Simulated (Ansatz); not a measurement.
Basis-set extrapolation for CH6Cl2Si2 (`[SiH3]C[SiH](Cl)Cl`) (PBE0-D4/def2-TZVP geometry, frozen core, the Gaussian-basis code of Ansatz). Multiplicity 1, RHF reference.

```
                       def2-TZVPP    def2-QZVPP
                 HF  -1538.413551  -1538.459019
    MP2 correlation     -0.801600     -0.871293
CCSD(T) correlation     -0.909016       not run
```

Energies in hartree. Use E(X) = E(∞) + A·exp(−7.88·√X) for Hartree–Fock and E(X) = E(∞) + B·X^(−2.97) for correlation, with X = 3 and 4, and add CCSD(T) minus MP2 of the smaller set to the MP2 limit.

**Question.** What is the CCSD(T) energy at the basis-set limit?

**Answer.** HF limit: -1538.459019 + (-0.045468) × 0.13774 = -1538.46528. MP2 limit: -0.871293 + (-0.069693) × 0.74074 = -0.92292. Higher-order term: -0.909016 − (-0.801600) = -0.10742. Total: -1539.49562 hartree, 108.6 kcal/mol below CCSD(T)/def2-TZVPP.
